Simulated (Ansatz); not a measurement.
Ideal-gas functions of CH2GaNO (`N#[C][GaH][OH]`) at 500 K and 1 bar, from an Ansatz frequency run at PBE0-D4/def2-TZVP.

Molar mass 113.76 g/mol, point group Cs (symmetry number 1), electronic degeneracy 1, moments of inertia 33.534, 171.703, 205.237 u Å². Harmonic wavenumbers (cm⁻¹, unscaled): 126, 211, 309, 415, 468, 494, 610, 725, 847, 2059, 2324, 3904.

Use S(trans) = R[1.5 ln M + 2.5 ln T − 1.1517]; rotational temperatures θ = 24.2544 K / I; S(rot) = R[ln(√π/σ · √(T³/θAθBθC)) + 1.5]; for each mode x = 1.438777 ν̃/T, S = R[x/(eˣ − 1) − ln(1 − e⁻ˣ)] and H = RT x/(eˣ − 1); 1 cm⁻¹ = 0.0119627 kJ/mol; R = 8.31446 J/(mol·K).

Question: By hand: the entropy, in J/(mol·K).

Answer: Translation 178.6. Rotation: θ = 0.7233, 0.1413, 0.1182 K, giving 113.1. Vibration, mode by mode: 16.80, 12.59, 9.56, 7.32, 6.44, 6.06, 4.63, 3.56, 2.70, 0.15, 0.08, 0.00, in all 69.9. Electronic 0.0. Sum 361.6 J/(mol·K).

Question: By hand: H − E and G − E in kJ/mol, counted from the electronic energy.

Answer: Zero-point energy ½ × 12492 × 0.0119627 = 74.7; thermal vibration 18.9; translation, rotation and pV give 4 RT = 16.6. H − E = 110.2 kJ/mol, and G − E = 110.2 − 500 × 361.6/1000 = -70.6 kJ/mol.

Vibration gives 19 % of the entropy, 16.8 J/(mol·K) of it from the mode under 150 cm⁻¹: soft modes count most, and the harmonic formula is weakest for them. The sum counts one conformer and one mirror image; others add a mixing term.
